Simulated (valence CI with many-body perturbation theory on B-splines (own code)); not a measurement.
# Ag²⁴⁺: M1 decay

Level of theory: valence CI with perturbative core correlation (CI+MBPT): five valence electrons over a frozen Dirac-Fock core [Ar], a basis of 7 s, 7 p, 8 d, 6 f, 4 g, 1 h functions for each j, with the one-electron correlation potential Σ1 (screened to all orders), the two-electron term Σ2, the three-electron term Σ3, Breit, model QED; selected single and double excitations, second order for the rest (own B-spline code, finite nucleus).

No measured spectrum was set against this ion. As an estimate, terms of the open shell hold to 2 to 4 % of their energy, and close levels can change places. Core correlation moves these levels by up to 13000 cm⁻¹, and in measured spectra 5 to 20 % of such shifts remained as error; rates that hang on mixing are uncertain with them. Only levels of the ground parity were solved; by the run's estimate the other parity begins above the list, which can be wrong where configurations are misplaced.

Lines 51 to 100 of 120 in falling wavelength, among levels below 466260 cm⁻¹, chosen from the decays that carry over 1 % of a level's rate. Wavelengths and rates use the calculated energies, so an error of 4000 cm⁻¹ moves a line at 151.8 nm by 6.1 % and its rate by three times that or more. Weak lines are less certain than strong ones. Lines between different terms over intervals too small for the method are left out, as are lines whose strength nearly cancels. Branching is blank where the lifetime is uncertain.

Names give the largest LS component (configuration and term), which can be under half, so a name can repeat, a term be missing and a line seem to break the LS rules; names also repeat where a configuration has a term twice. Letters in brackets count levels of one name in rising energy.

| λ vac (nm) | Upper | Lower | Type | A (s⁻¹) | Branch % |
| --- | --- | --- | --- | --- | --- |
| 151.8 | 3d⁵ ²F_5/2 [b] | 3d⁵ ⁴D_3/2 | M1 | 1.93e+02 | 2.3 |
| 148.9 | 3d⁵ ⁴D_7/2 | 3d⁵ ⁴G_5/2 [a] | M1 | 2.21e+01 | 1.3 |
| 147.0 | 3d⁵ ²F_7/2 [a] | 3d⁵ ⁴G_7/2 | M1 | 7.80e+01 | 6.0 |
| 146.0 | 3d⁵ ²D_3/2 [a] | 3d⁵ ⁴D_1/2 | M1 | 6.00e+02 | 12.8 |
| 143.5 | 3d⁵ ⁴F_5/2 | 3d⁵ ⁴D_7/2 | M1 | 3.30e+02 | 3.7 |
| 142.2 | 3d⁵ ²H_9/2 | 3d⁵ ⁴D_7/2 | M1 | 3.22e+02 | 4.2 |
| 138.9 | 3d⁵ ²I_13/2 | 3d⁵ ⁴G_11/2 | M1 | 2.71e+02 | 88.2 |
| 137.3 | 3d⁵ ²G_9/2 [a] | 3d⁵ ⁴G_11/2 | M1 | 7.95e+02 | 42.2 |
| 137.1 | 3d⁵ ⁴F_3/2 | 3d⁵ ⁴P_3/2 | M1 | 3.67e+03 | 48.1 |
| 135.5 | 3d⁵ ⁴F_7/2 | 3d⁵ ²G_9/2 [a] | M1 | 2.07e+03 | 32.8 |
| 134.2 | 3d⁵ ²H_11/2 | 3d⁵ ²G_9/2 [a] | M1 | 9.19e+02 |  |
| 132.9 | 3d⁵ ⁴D_5/2 | 3d⁵ ⁴G_5/2 [a] | M1 | 9.93e+02 | 19.7 |
| 132.6 | 3d⁵ ²H_11/2 | 3d⁵ ²I_13/2 | M1 | 1.45e+03 |  |
| 130.1 | 3d⁵ ²G_9/2 [a] | 3d⁵ ⁴G_7/2 | M1 | 8.05e+02 | 42.7 |
| 129.4 | 3d⁵ ²S_1/2 | 3d⁵ ⁴F_3/2 | M1 | 2.20e+02 | 2.4 |
| 128.7 | 3d⁵ ²F_5/2 [a] | 3d⁵ ⁴G_5/2 [b] | M1 | 7.15e+03 | 67.3 |
| 125.7 | 3d⁵ ²G_7/2 [a] | 3d⁵ ⁴D_7/2 | M1 | 2.13e+02 | 8.9 |
| 121.1 | 3d⁵ ²D_3/2 [a] | 3d⁵ ⁴D_5/2 | M1 | 1.32e+03 | 28.3 |
| 121.0 | 3d⁵ ⁴F_7/2 | 3d⁵ ²F_7/2 [a] | M1 | 1.26e+03 | 19.9 |
| 120.7 | 3d⁵ ²F_5/2 [a] | 3d⁵ ⁴P_3/2 | M1 | 4.88e+02 | 4.6 |
| 118.9 | 3d⁵ ²F_5/2 [b] | 3d⁵ ⁴D_5/2 | M1 | 7.15e+02 | 8.4 |
| 116.4 | 3d⁵ ⁴G_5/2 [a] | 3d⁵ ⁶S_5/2 | M1 | 3.44e+03 | 100.0 |
| 115.2 | 3d⁵ ²F_5/2 [a] | 3d⁵ ⁴G_7/2 | M1 | 1.03e+03 | 9.7 |
| 115.2 | 3d⁵ ²F_7/2 [b] | 3d⁵ ⁴D_5/2 | M1 | 1.04e+03 | 11.3 |
| 112.5 | 3d⁵ ²S_1/2 | 3d⁵ ⁴D_3/2 | M1 | 9.96e+02 | 11.0 |
| 109.4 | 3d⁵ ²H_11/2 | 3d⁵ ²I_11/2 | M1 | 5.66e+03 |  |
| 108.5 | 3d⁵ ²F_5/2 [b] | 3d⁵ ⁴D_7/2 | M1 | 1.78e+03 | 20.9 |
| 107.5 | 3d⁵ ²S_1/2 | 3d⁵ ⁴D_1/2 | M1 | 1.20e+02 | 1.3 |
| 107.0 | 3d⁵ ⁴D_3/2 | 3d⁵ ⁴G_5/2 [a] | M1 | 2.61e+02 | 5.7 |
| 105.4 | 3d⁵ ²F_7/2 [b] | 3d⁵ ⁴D_7/2 | M1 | 3.20e+03 | 34.8 |
| 104.1 | 3d⁵ ²G_9/2 [b] | 3d⁵ ²I_11/2 | M1 | 1.01e+03 | 21.3 |
| 103.9 | 3d⁵ ²F_7/2 [a] | 3d⁵ ⁴G_5/2 [a] | M1 | 1.69e+02 | 13.1 |
| 101.9 | 3d⁵ ²H_9/2 | 3d⁵ ⁴G_9/2 | M1 | 3.69e+03 | 48.6 |
| 100.5 | 3d⁵ ⁴F_5/2 | 3d⁵ ⁴G_5/2 [b] | M1 | 1.71e+03 | 19.3 |
| 95.14 | 3d⁵ ⁴F_3/2 | 3d⁵ ⁴G_5/2 [a] | M1 | 2.93e+03 | 38.4 |
| 95.00 | 3d⁵ ²H_9/2 | 3d⁵ ⁴G_11/2 | M1 | 1.48e+03 | 19.5 |
| 93.17 | 3d⁵ ²G_7/2 [a] | 3d⁵ ⁴G_9/2 | M1 | 1.18e+03 | 49.0 |
| 92.10 | 3d⁵ ⁴F_5/2 | 3d⁵ ⁴G_7/2 | M1 | 1.46e+03 | 16.4 |
| 91.53 | 3d⁵ ²H_9/2 | 3d⁵ ⁴G_7/2 | M1 | 1.43e+03 | 18.8 |
| 91.41 | 3d⁵ ²G_7/2 [a] | 3d⁵ ⁴G_5/2 [b] | M1 | 5.95e+01 | 2.5 |
| 91.36 | 3d⁵ ²D_3/2 [a] | 3d⁵ ⁴P_1/2 | M1 | 1.09e+02 | 2.3 |
| 89.51 | 3d⁵ ⁴F_7/2 | 3d⁵ ⁴D_7/2 | M1 | 5.52e+02 | 8.8 |
| 87.62 | 3d⁵ ⁴G_7/2 | 3d⁵ ⁶S_5/2 | M1 | 2.19e+02 | 33.4 |
| 86.94 | 3d⁵ ²F_5/2 [a] | 3d⁵ ⁴G_5/2 [a] | M1 | 5.89e+02 | 5.5 |
| 85.37 | 3d⁵ ²G_9/2 [b] | 3d⁵ ⁴D_7/2 | M1 | 1.62e+03 | 34.2 |
| 84.70 | 3d⁵ ⁴P_3/2 | 3d⁵ ⁶S_5/2 | M1 | 5.91e+03 | 93.2 |
| 83.02 | 3d⁵ ²D_3/2 [a] | 3d⁵ ⁴G_5/2 [b] | M1 | 6.26e+01 | 1.3 |
| 81.97 | 3d⁵ ²F_5/2 [b] | 3d⁵ ⁴G_5/2 [b] | M1 | 1.60e+03 | 18.8 |
| 81.54 | 3d⁵ ²F_7/2 [b] | 3d⁵ ⁴G_9/2 | M1 | 3.11e+03 | 33.9 |
| 81.15 | 3d⁵ ⁴G_5/2 [b] | 3d⁵ ⁶S_5/2 | M1 | 2.71e+03 | 60.5 |
